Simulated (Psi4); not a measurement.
Pair of molecules: HCl (SMILES Cl) (first 2 atoms) with C2H3N (SMILES CC#N); geometry from B3LYP-D3(BJ)/def2-TZVP.
(charge 0, multiplicity 1):
```xyz
8

Cl     0.2453     1.0091    -1.1470
H      0.2503     0.5969     0.0858
C      0.2668    -0.8486     4.4091
C      0.2617    -0.3881     3.0315
N      0.2580    -0.0241     1.9436
H     -0.4272    -1.6811     4.5262
H      1.2673    -1.1798     4.6875
H     -0.0359    -0.0392     5.0735
```

Method: SAPT0/jun-cc-pV(D+d)Z run with Psi4.

Give the four SAPT terms and the total, and say what mostly holds the pair together.

electrostatics -422.0, exchange 433.8, induction -172.1, dispersion -104.7, total -265.0 meV; the largest attraction is electrostatics.
